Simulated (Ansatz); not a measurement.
The cluster Mg₂O₃H₂. Total charge 0; singlet. Geometry r2SCAN-D4/def2-SVP.

```
atom   x (Å)   y (Å)   z (Å)
 Mg1   0.556   0.898   0.358
 Mg2  -1.202  -1.948  -0.777
  O3  -0.967  -0.287   0.202
  O4   0.328  -0.763  -0.611
  O5   1.436   2.323   0.911
  H6  -2.046  -3.313  -1.322
  H7   1.895   3.090   1.239
```

B3LYP takes the VWN-RPA correlation. The restricted singlet is unstable towards broken spin symmetry in Hartree–Fock (as tested in another run); at PBE-D4/def2-TZVP, r2SCAN-D4/def2-TZVP, B3LYP-D4/def2-TZVP, PBE0-D4/def2-TZVP and others this wasn't settled. Another isomer (singlet) lies 1.86 eV lower at PBE0-D4/def2-TZVP; other spin states weren't run for this one.

Estimate the orbital energies around the gap (eV) in Ansatz with PBE-D4/def2-TZVP, r2SCAN-D4/def2-TZVP, B3LYP-D4/def2-TZVP, PBE0-D4/def2-TZVP, ωB97X-V/def2-TZVP.


| orbital | PBE-D4/def2-TZVP | r2SCAN-D4/def2-TZVP | B3LYP-D4/def2-TZVP | PBE0-D4/def2-TZVP | ωB97X-V/def2-TZVP |
| --- | --- | --- | --- | --- | --- |
| HOMO−5 | -8.89 | -9.34 | -10.48 | -10.79 | -13.48 |
| HOMO−4 | -7.08 | -7.43 | -8.54 | -8.78 | -11.38 |
| HOMO−3 | -6.60 | -6.80 | -7.62 | -7.81 | -10.41 |
| HOMO−2 | -6.18 | -6.50 | -7.57 | -7.79 | -10.39 |
| HOMO−1 | -6.16 | -6.48 | -7.55 | -7.77 | -10.22 |
| HOMO | -5.66 | -6.02 | -7.17 | -7.41 | -10.02 |
| LUMO | -2.54 | -2.20 | -1.49 | -1.10 | 0.77 |
| LUMO+1 | -1.64 | -1.09 | -1.21 | -0.89 | 1.07 |
| LUMO+2 | -0.54 | -0.02 | -0.13 | 0.12 | 1.72 |
| LUMO+3 | -0.45 | 0.14 | -0.02 | 0.28 | 1.86 |
| LUMO+4 | -0.11 | 0.45 | 0.42 | 0.68 | 2.52 |
| LUMO+5 | 0.43 | 1.01 | 0.83 | 1.11 | 2.67 |
